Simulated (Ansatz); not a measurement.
C$_{2}$H$_{10}$O$_{5}$Si$_{2}$ (`CO[SiH](C)O[Si](O)(O)O`), relaxed with RKS PBE0-D4/def2-TZVP in the Gaussian-basis code of Ansatz from a PBE-D4/def2-SVP geometry. The force threshold is 0.005 eV/Å; the program also tests the step.

The species carries charge 0 and has multiplicity 1.

Start:

```xyz
19

C    -2.257   -2.128   -0.205
O    -0.937   -2.013   -0.699
Si    0.236   -1.066    0.029
C     1.803   -1.251   -0.961
O    -0.312    0.531   -0.011
Si    0.265    1.999    0.494
O    -0.280    2.506    1.981
O    -0.226    3.155   -0.602
O     1.915    1.792    0.629
H    -2.283   -2.473    0.856
H    -2.808   -1.162   -0.262
H    -2.804   -2.874   -0.819
H     0.387   -1.467    1.473
H     2.553   -0.525   -0.585
H     1.609   -1.036   -2.031
H     2.217   -2.276   -0.880
H    -1.116    3.002    1.941
H    -0.324    2.815   -1.508
H     2.362    2.473    1.161
```

(1) How much energy does the relaxation release, and in how many steps? (An estimate is asked.)

(2) Which bonds change most? (An estimate is asked.)

(3) Give the relaxed structure. (Estimate.)

Results:

(1) The calculation gave: 19.03 kJ/mol, in 16 steps, 2 of them rejected.

(2) Ansatz gave: Si3–O5 from 1.689 to 1.644 Å; O5–Si6 from 1.656 to 1.616 Å; O2–Si3 from 1.674 to 1.635 Å; Si6–O9 from 1.668 to 1.632 Å.

(3) Ansatz gave: 
```xyz
19

C    -2.236   -2.014   -0.211
O    -0.918   -1.957   -0.702
Si    0.262   -1.076    0.009
C     1.822   -1.353   -0.938
O    -0.178    0.508   -0.033
Si    0.253    1.975    0.489
O    -0.296    2.351    1.976
O    -0.372    3.099   -0.518
O     1.883    1.956    0.555
H    -2.259   -2.240    0.862
H    -2.762   -1.068   -0.378
H    -2.768   -2.806   -0.742
H     0.371   -1.469    1.440
H     2.615   -0.716   -0.541
H     1.679   -1.109   -1.993
H     2.141   -2.395   -0.868
H    -1.168    2.743    2.024
H    -0.373    2.894   -1.454
H     2.305    2.678    1.023
```
